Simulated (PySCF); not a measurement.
Compound: BeH (charge -1 and singlet state).
SMILES: `[BeH-]`

The calculation used PBE0-D3(BJ)/def2-SVP geometry optimisation, gas phase in PySCF.

Masses are those of the commonest isotopes; rigid-rotor values at the optimised geometry. 

Question: What are the moment of inertia and the rotational constant?

Answer: I = 1.944 u·Å², B = 505379 MHz·u·Å²/I = 259928 MHz (8.6703 cm⁻¹, or 12.475 K as hB/k). For two atoms I = μr² with μ = 0.9065 u and r = 1.4646 Å.

Question: List the first levels of a rigid rotor in a Σ state.

Answer: E(J) = BJ(J+1): J = 1: 17.341, J = 2: 52.022, J = 3: 104.043, J = 4: 173.406, J = 5: 260.108, J = 6: 364.152 cm⁻¹.

Question: Where do the first rotational lines fall?

Answer: The dipole is 3.20 D (about the centre of mass, as the species is charged); J+1 ← J lies at 2B(J+1): 1 ← 0 at 519.86 GHz, 2 ← 1 at 1039.71 GHz, 3 ← 2 at 1559.57 GHz, 4 ← 3 at 2079.43 GHz, 5 ← 4 at 2599.28 GHz, 6 ← 5 at 3119.14 GHz.

Question: Estimate the classical rotational partition function at 100 K, 200 K and 298.15 K.

Answer: Point group C∞v, symmetry number σ = 1; q = kT/(σhB), k/h = 20836.6 MHz/K: 8.0 at 100 K, 16.0 at 200 K, 23.9 at 298.15 K.

Whether it is a minimum is left open (no frequencies). The geometry's basis has no diffuse functions, a weakness for an anion. These are rigid-rotor constants of the computed structure; measured ground-state constants (B0) also hold zero-point vibration.
